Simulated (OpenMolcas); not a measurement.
**Ru2+: the spin-orbit constant, worked from levels**

| Quantity | Value |
| --- | --- |
| Program | OpenMolcas |
| Basis | ANO-RCC-VTZP [7s6p4d2f1g] |
| Scalar Hamiltonian | DKH2, point nucleus |
| Active space | 6 electrons in 5 orbitals (4d) |
| State averaging | 2S+1 = 5 even, 5 roots; 2S+1 = 3 even, 45 roots kept (CI in the orbitals of an earlier block); 2S+1 = 1 even, 50 roots kept (CI in the orbitals of an earlier block) |
| Spin-orbit coupling | state interaction with AMFI integrals over the reference wave functions, term energies averaged over their components |

Methods: CASSCF; MS-CASPT2, IPEA 0.25 Eh, imaginary shift 0.1 Eh (closed shells correlated: 4s 4p). Measured levels: Moore, Atomic Energy Levels, vol. III, NSRDS-NBS 35 (1971 reprint of NBS Circular 467, 1958).

**The spin-orbit constant.** For the Hund term ⁵D of d6, E(J) = (A/2) J(J+1) + constant and ζ = -2S·A = -4A. From J = 0 to J = 4 the energy changes by 10 A.

```csv
Source,E(4) - E(0),A,ζ
CASSCF,-2531.4,-253.1,1013
MS-CASPT2,-2511.2,-251.1,1004
measured,-2476.0,-247.6,990
```

All in cm-1. MS-CASPT2 is off by +1.4 % and CASSCF by +2.2 %. Both methods take the spin-orbit matrix elements from the reference wave functions, so the second can move ζ only through the term energies and any multistate remixing. Second-order mixing with other terms is absorbed into this ζ.

CASPT2 does not keep the components of a term degenerate, so their means are used; among the terms shown or strongly mixed into the levels shown the widest spread is 22 cm-1 (4d⁶ ⁵D, MS-CASPT2). Levels of configurations with an s electron are missing; early in the row they begin among the upper levels of the d shell and mix with terms of their name. Without dynamic correlation excited terms often stand tens of per cent too high (terms of higher spin than the ground term too low), and those without a measured partner can miss by more than the paired ones (holds for CASSCF). Measured partners are found by configuration, term and J. A level has none where our copy of the source lacks it or the pairing is in doubt (some pairs that miss far off the trend of their configuration count as doubtful), and it then counts in no deviation. Only configurations of the active space appear.
